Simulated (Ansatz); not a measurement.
```yaml
crystal:
  periodic: [false, false, false]
  atoms:
    - {symbol: Tc, position_ang: [-0.000002, 0.000000, -0.000017]}
    - {symbol: S, position_ang: [0.010282, -0.017045, 2.121982]}
    - {symbol: S, position_ang: [1.997277, 0.010294, -0.716986]}
    - {symbol: S, position_ang: [-1.007751, 1.736007, -0.688512]}
    - {symbol: S, position_ang: [-0.999816, -1.729266, -0.716468]}
basis:
  gaussian: {orbitals: def2-TZVP, nuclear_model: gaussian}
total_charge: -1
hamiltonian: {xc: {name: B3LYP}}
scf: {omitted_lower_state_checks: [starts]}
output: {forces: true}
```

```sh
$ ansatz run in.yaml --threads 2 --pin off --events-out ev --progress --plain --max-ram 4352MiB
```

Shortened log:

```
Functional definition: B3LYP
1451 factors; their error is unknown
mean field evaluation 1: about -45545.0445 eV, gradient 5.6e1 eV
mean field evaluation 2: about -45446.0042 eV, gradient 2.4e2 eV
mean field evaluation 4: about -45551.0326 eV, gradient 4.9e0 eV
mean field evaluation 8: about -45551.0779 eV, gradient 4.3e-2 eV
mean field evaluation 16: about -45551.1511 eV, gradient 5.1e-5 eV
mean field -45551.15110697 eV, -1673.9739275019 hartree, gradient 5.1e-5 eV, S^2 0.000000; 0 other end points of the search recorded, 0 dependent functions left out
reference -45551.15137494 eV, -1673.9739373496 hartree; 40, 40 occupied and 148, 148 virtual orbitals, 1451 factors
Total energy: -45551.15137494 eV, -1673.9739373496 hartree
Atom 0 at    -0.000002     0.000000    -0.000017 Å, force    -0.000097     0.000018     0.000184 eV/Å
Atom 1 at     0.010282    -0.017045     2.121982 Å, force     0.001936    -0.003286     0.397040 eV/Å
Atom 2 at     1.997277     0.010294    -0.716986 Å, force     0.373692     0.002049    -0.134228 eV/Å
Atom 3 at    -1.007751     1.736007    -0.688512 Å, force    -0.188424     0.324674    -0.128960 eV/Å
Atom 4 at    -0.999816    -1.729266    -0.716468 Å, force    -0.187107    -0.323456    -0.134038 eV/Å
Dipole moment:     0.000009    -0.000005     0.000009 e Å
Checks for a lower state left out: starts
```

Run time 14 s (2 threads of Arm Neoverse N1 on a shared host), peak host memory 0.63 GiB.

In the def2 sets Tc takes a core potential; there is no spin–orbit coupling. B3LYP takes the VWN-RPA correlation. The highest occupied level of an anion often lies above zero with these methods, and sets without diffuse functions describe the outer electron poorly. The restricted singlet is unstable towards broken spin symmetry in Hartree–Fock (as tested in another run); at RKS B3LYP/def2-TZVP this wasn't settled.

The dipole of an ion depends on the origin.
